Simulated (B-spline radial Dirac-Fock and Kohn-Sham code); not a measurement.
ΔSCF core binding energies without Breit or QED terms, calculated with a radial atomic solver.

A sound run for the Fe atom, configuration [Ar] 3d6 4s2: The ground state converged in 12 iterations, with total energy -1271.39205 Ha, virial ratio 1.98564 and highest orbital energy -7.18 eV. ΔSCF binding energies: K (1s) 7135.5 eV, L3 (2p3/2) 722.9 eV. Holes are computed only in closed shells, and unreliable hole states are left out.

A second run, with one unsound setting: The ground state converged in 12 iterations, with total energy -1035.63586 Ha, virial ratio 1.93710 and highest orbital energy -6.14 eV. ΔSCF binding energies: K (1s) 5812.8 eV, L3 (2p3/2) 645.1 eV. Holes are computed only in closed shells, and unreliable hole states are left out.

```
iter   energy (Ha)        error
   1     -998.57101343  5.84e+00
   2    -1032.11078377  1.56e+00
   3    -1034.74735545  5.69e-01
   4    -1035.42859701  2.22e-01
   5    -1035.61985986  9.63e-02
   6    -1035.63438427  1.20e-02
   7    -1035.63575742  2.86e-03
   8    -1035.63585320  2.57e-04
   9    -1035.63585497  5.98e-05
  12    -1035.63585505  2.54e-08
```

Q: Which fault fits the second run best?
A. functional not served
B. mesh too coarse
C. tolerance below the noise
D. too few iterations

A: B. The input had h = 2.0: h is too large to resolve the orbitals.
